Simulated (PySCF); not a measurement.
# A survey of ²⁹Si NMR shifts

PySCF 2.14 calculation with GIAO PBE0/pcSseg-1 shieldings and geometry: GFN2-xTB; no relativistic terms, isolated molecule, rapidly exchanging positions averaged, one conformer.

Shieldings were converted by a linear fit to measured shifts: ²⁹Si (scatter 8.9 ppm rms, 25.8 ppm with the 6 outliers that the fit left out vs TMS, solution or neat liquid). Occasional misses reach two or three times the rms, and more in compound classes unlike the fitted ones.

Q: Give the ²⁹Si shifts of `CC[C@@H]1C[C@H]1[SiH3]`.

A: 
```json
{"compound": "CC[C@@H]1C[C@H]1[SiH3]", "environment": "silicon bonded to C, 3 H", "δ (ppm)": "-57.8"}
```

Q: Order these by ²⁹Si shift, lowest first.
A. OC[C@@H](Cl)[C@H](Cl)[C@H]1C[SiH2]1
B. F[Si@@H]1CC(=S)[C@H](S)C1
C. C=CNC(=O)[SiH2]N

A: A (-121.7 ppm, silicon bonded to 2 C, 2 H, in a 3-membered ring), C (-49.8 ppm, silicon bonded to C, N, 2 H), B (19.8 ppm, silicon bonded to 2 C, F, H, in a 5-membered ring).
